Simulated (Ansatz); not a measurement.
Born–Oppenheimer molecular dynamics of GeH₂S (4 atoms, charge 0, multiplicity 1). It starts at the highest image of a converged band. Of that band: The profile has 2 maxima (images 2, 6) with wells between them (image 4): this band takes more than one step, which may be the mechanism or a detour left from its start path. Neighbouring images differ by up to 1.2 eV, so the band resolves the path poorly. A vibrational analysis at the climbing image gives one clearly imaginary mode, 1250i cm⁻¹: a first-order saddle point.

These are results of RKS B3LYP-D4/def2-SVP (Ansatz), not measurements.

* ensemble: NVE (velocity Verlet)
* time step: 0.5 fs
* steps asked: 200
* starting velocities drawn for: 100 K
* seed: 11726

Frames 1 fs apart, positions in Å, forces in eV/Å.

Velocities at 25.0 fs (Å/ps):

```
S -2.60 -0.67 1.69
Ge 1.88 2.52 -2.02
H -26.33 -148.53 98.91
H -26.21 -11.83 -7.17
```

```xyz
4
Properties=species:S:1:pos:R:3:forces:R:3 time_fs=25.0 energy_less_start_eV=-1.795 T=7020
S -1.120 -1.091 0.352 -0.66 -0.41 1.11
Ge 0.398 0.225 -0.565 1.00 1.14 0.00
H -0.152 -1.707 1.102 -0.21 -0.24 -0.62
H -0.287 1.673 -0.145 -0.13 -0.49 -0.49
4
Properties=species:S:1:pos:R:3:forces:R:3 time_fs=26.0 energy_less_start_eV=-1.676 T=6572
S -1.122 -1.091 0.353 0.41 -1.32 2.15
Ge 0.400 0.228 -0.567 1.01 0.92 0.10
H -0.180 -1.855 1.196 -1.26 0.88 -1.76
H -0.314 1.658 -0.155 -0.16 -0.47 -0.49
4
Properties=species:S:1:pos:R:3:forces:R:3 time_fs=27.0 energy_less_start_eV=-1.426 T=5612
S -1.125 -1.093 0.356 0.77 -1.86 2.66
Ge 0.402 0.230 -0.569 1.00 0.67 0.17
H -0.221 -1.995 1.274 -1.56 1.61 -2.36
H -0.343 1.640 -0.169 -0.21 -0.43 -0.47
4
Properties=species:S:1:pos:R:3:forces:R:3 time_fs=28.0 energy_less_start_eV=-1.180 T=4667
S -1.127 -1.094 0.359 0.78 -2.10 2.83
Ge 0.404 0.233 -0.571 0.99 0.41 0.22
H -0.276 -2.120 1.330 -1.49 2.05 -2.62
H -0.373 1.617 -0.188 -0.27 -0.36 -0.43
4
Properties=species:S:1:pos:R:3:forces:R:3 time_fs=29.0 energy_less_start_eV=-1.011 T=4014
S -1.129 -1.097 0.363 0.66 -2.18 2.82
Ge 0.407 0.236 -0.573 0.96 0.14 0.26
H -0.345 -2.225 1.360 -1.28 2.31 -2.68
H -0.406 1.591 -0.211 -0.34 -0.27 -0.39
4
Properties=species:S:1:pos:R:3:forces:R:3 time_fs=30.0 energy_less_start_eV=-0.944 T=3755
S -1.131 -1.100 0.369 0.50 -2.18 2.72
Ge 0.409 0.239 -0.575 0.93 -0.12 0.29
H -0.427 -2.309 1.365 -1.04 2.48 -2.67
H -0.442 1.562 -0.237 -0.40 -0.18 -0.35
4
Properties=species:S:1:pos:R:3:forces:R:3 time_fs=31.0 energy_less_start_eV=-0.984 T=3910
S -1.133 -1.103 0.374 0.34 -2.16 2.59
Ge 0.412 0.242 -0.577 0.88 -0.35 0.32
H -0.519 -2.368 1.345 -0.78 2.62 -2.61
H -0.482 1.532 -0.267 -0.44 -0.11 -0.30
4
Properties=species:S:1:pos:R:3:forces:R:3 time_fs=32.0 energy_less_start_eV=-1.129 T=4470
S -1.135 -1.108 0.381 0.15 -2.10 2.40
Ge 0.414 0.244 -0.579 0.79 -0.53 0.35
H -0.618 -2.403 1.299 -0.49 2.70 -2.50
H -0.527 1.500 -0.300 -0.45 -0.07 -0.26
4
Properties=species:S:1:pos:R:3:forces:R:3 time_fs=33.0 energy_less_start_eV=-1.362 T=5368
S -1.136 -1.113 0.388 -0.11 -1.88 2.10
Ge 0.417 0.247 -0.580 0.66 -0.66 0.39
H -0.721 -2.412 1.230 -0.14 2.61 -2.26
H -0.575 1.468 -0.335 -0.41 -0.07 -0.23
4
Properties=species:S:1:pos:R:3:forces:R:3 time_fs=34.0 energy_less_start_eV=-1.630 T=6396
S -1.138 -1.118 0.396 -0.46 -1.28 1.56
Ge 0.420 0.250 -0.582 0.47 -0.73 0.42
H -0.826 -2.396 1.139 0.30 2.12 -1.78
H -0.628 1.435 -0.372 -0.31 -0.10 -0.19
4
Properties=species:S:1:pos:R:3:forces:R:3 time_fs=35.0 energy_less_start_eV=-1.814 T=7094
S -1.139 -1.124 0.405 -0.89 0.12 0.65
Ge 0.423 0.252 -0.584 0.21 -0.76 0.44
H -0.928 -2.360 1.031 0.82 0.80 -0.94
H -0.683 1.401 -0.412 -0.14 -0.16 -0.15
4
Properties=species:S:1:pos:R:3:forces:R:3 time_fs=36.0 energy_less_start_eV=-1.746 T=6831
S -1.141 -1.130 0.413 -1.26 2.76 -0.59
Ge 0.426 0.255 -0.585 -0.10 -0.76 0.44
H -1.022 -2.317 0.914 1.29 -1.78 0.25
H -0.740 1.366 -0.452 0.07 -0.22 -0.10
```

Of the whole run (100 fs, mean temperature of the second half 4129 K): The conserved energy stayed within 2.1 meV per atom of its start (net change -0.035 meV per atom), so the integration is sound. The system heated up, since it started high on the potential surface and ran downhill. A run of 0.1 ps of so small a system gives no equilibrium averages. The orbitals stay closed-shell, which can raise the energy where a bond breaks towards radicals; this wasn't checked here.

Time of the run: 4.6 min on 1 thread of Intel(R) Xeon(R) 6975P-C (Granite Rapids), on a shared host, peak memory 0.13 GiB.
